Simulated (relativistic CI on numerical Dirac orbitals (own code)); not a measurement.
# W3+: 5d valence photoemission

Computed with this model: Dirac-Coulomb-Breit CI, separate exchange-only KLI orbitals for each configuration, QED by a radiative potential, valence Slater integrals scaled by 0.8, multiplet model of photoemission in the sudden approximation; configurations [Xe] 4f14 5d3 → [Xe] 4f14 5d2; 300 K; Lorentzian 0.3 eV and Gaussian 0.5 eV FWHM. Energies are those of the free ion, without screening or charge transfer. The energies are binding energies and can lie tens of eV above those of solids. S is read from ⟨S²⟩ = S(S + 1).

Field parameters in Wybourne normalisation: D3d B²₀ = −7Dσ, B⁴₀ = −14Dq − 21Dτ, B⁴₃ = −14√(10/7) Dq; D4h B²₀ = −7Ds, B⁴₀ = 21(Dq − Dt), B⁴₄ = 21√(5/14) Dq; Td as Oh with Dq negative (B⁴₀ = 21Dq, B⁴₄ = √(5/14) B⁴₀). The field is a parameter set, without covalency.

free ion: ground-state S = 1.43, centroid 37.06 eV. Peaks (eV, height): 36.6 (100), 38.2 (26).

Td, 10Dq = -10050 cm⁻¹: ground-state S = 1.30, centroid 37.21 eV. Peaks (eV, height): 36.4 (100), 37.2 (73), 38.2 (46).

D3d, 10Dq = 25550, Dσ = -860, Dτ = 190 cm⁻¹: ground-state S = 1.48, centroid 38.25 eV. Peaks (eV, height): 38.0 (100).

D4h, 10Dq = 36550, Ds = 700, Dt = 1100 cm⁻¹: ground-state S = 1.48, centroid 38.44 eV. Peaks (eV, height): 38.2 (100).

D3d, 10Dq = 20850, Dσ = 230, Dτ = -230 cm⁻¹: ground-state S = 1.47, centroid 37.94 eV. Peaks (eV, height): 37.7 (100).

D3d, 10Dq = 27250, Dσ = -280, Dτ = -300 cm⁻¹: ground-state S = 1.48, centroid 38.24 eV. Peaks (eV, height): 38.0 (100).

Strongest unbroadened transitions for D3d, 10Dq = 20850, Dσ = 230, Dτ = -230 cm⁻¹:

```
Energy (eV)  Relative strength
      37.56               45.6
      37.57              100.0
      37.58               17.8
      37.69               29.0
      37.70               88.0
      38.16               55.0
      38.17               24.3
      38.20                7.8
      38.21               39.9
      38.34               49.4
      39.03                1.2
      39.20                0.9
      39.21                0.9
      41.21                1.2
      41.22                1.1
      41.23                0.7
      41.24                1.6
      41.58                0.6
```
